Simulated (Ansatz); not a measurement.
Total energies of (F)3Sn-S-SiH3 (SiSnH₃SF₃) from Ansatz at PBE0-D4/def2-TZVP, gas phase (1 Eh = 27.2114 eV = 2625.5 kJ/mol). The reference geometry is relaxed at PBE-D4/def2-SVP.

| state | geometry | energy (Eh) |
| --- | --- | --- |
| charge 0 singlet | reference | -1203.08334 |
| charge 1 doublet | reference | -1202.69213 |
| charge 1 doublet | relaxed at PBE-D4/def2-SVP | -1202.70674 |
| free Sn atom (triplet) | – | -214.25870 |
| free F atom (doublet) | – | -99.67617 |
| free S atom (triplet) | – | -397.97371 |
| free Si atom (triplet) | – | -289.24943 |
| free H atom (doublet) | – | -0.50104 |

In the def2 sets Sn takes a core potential; there is no spin–orbit coupling.

Question: Work out the vertical ionisation energy to the doublet.

Answer: E(charge 1 doublet) − E(charge 0 singlet) = -1202.69213 − (-1203.08334) = 0.39121 Eh = 10.65 eV. For comparison, −ε of the highest occupied level is 8.69 eV at this level, 1.96 eV less.

Question: How much does the charge 1 doublet relax, and what is the adiabatic ionisation energy?

Answer: Relaxation: -1202.69213 − (-1202.70674) = 0.01461 Eh = 0.40 eV. Adiabatic ionisation energy: 0.37660 Eh = 10.25 eV, without zero-point energy. 

Question: What is the binding energy per atom against free atoms?

Answer: Atoms: 1 × (-214.25870) + 3 × (-99.67617) + 1 × (-397.97371) + 1 × (-289.24943) + 3 × (-0.50104) = -1202.01347 Eh. Binding: -1202.01347 − (-1203.08334) = 1.06987 Eh = 29.11 eV, or 3.23 eV for each of 9 atoms (no zero-point energy, no counterpoise term).
